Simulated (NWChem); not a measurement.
# KCl; SMILES [Cl][K]

```xyz
2

K      0.0000     0.0000    -1.2555
Cl     0.0000     0.0000     1.3988
```
Atoms are numbered in this order, from 1.

Level: PBE0/def2-SVP (NWChem), optimised geometry, unscaled harmonic frequencies. 

| frequency (cm⁻¹) | IR intensity (km/mol) |
|---|---|
| 297 | 43.1 |

```
Item                                                                                Value
-----------------------------------------------------------------------  ----------------
zero-point energy                                                            0.4 kcal/mol
thermal correction to the enthalpy at 298.15 K (with zero-point energy)      2.8 kcal/mol
heat capacity Cv                                                          6.6 cal/(mol K)
entropy at 298.15 K and 1 atm (symmetry number 1)                        56.9 cal/(mol K)
dipole moment                                                                      9.60 D
```

Rigid rotor and harmonic oscillator.
